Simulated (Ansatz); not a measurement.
Reaction (redistribution): `NB(N)Br` + `[F][Ge][Br]` → `NB(Br)Br` + `[NH2][Ge][F]`

Gas-phase electronic energies from Ansatz, PBE0-D4/def2-TZVP geometries. CCSD(T)/CBS adds triple-zeta CCSD(T) − MP2 to the extrapolated MP2 energy (def2 sets, frozen cores). DFT in def2-TZVPP. HSE06 is defined as in plane-wave codes. For Br, Ge outer-core shells are correlated without core-valence functions, which leaves a few kJ/mol of doubt a bond. Scalar relativity is left out up to krypton. One conformer a species, not always the lowest.

(1) Is it downhill or uphill in electronic energy at CCSD(T)/CBS, and by how much? (An estimate is asked.)

(2) What do these levels give: PBE-D4, r2SCAN-D4, r2SCAN0-D4, HSE06, RPA@PBE/def2-TZVPP, CCSD/def2-SVP? (Best estimate.)

Largest T1 diagnostic among the species: 0.014.

Results:

(1) The calculation gave: Uphill: ΔE = +72.7 kJ/mol.

(2) Ansatz gave: PBE-D4 81.6, r2SCAN-D4 80.2, r2SCAN0-D4 82.9, HSE06 84.6, RPA@PBE/def2-TZVPP 64.9, CCSD/def2-SVP 74.6 kJ/mol.

Leaving LDA and LC-ωPBE aside and taking each functional with its dispersion term where it has one, the values, not all of them listed here, spread over 12.9 kJ/mol, from PBE-QIDH to BHLYP-D4. In def2-TZVPP, CCSD(T) changes the Hartree–Fock value by −24.5 kJ/mol (the triples alone add −2.9 kJ/mol) and MP2 by −28.7 kJ/mol.
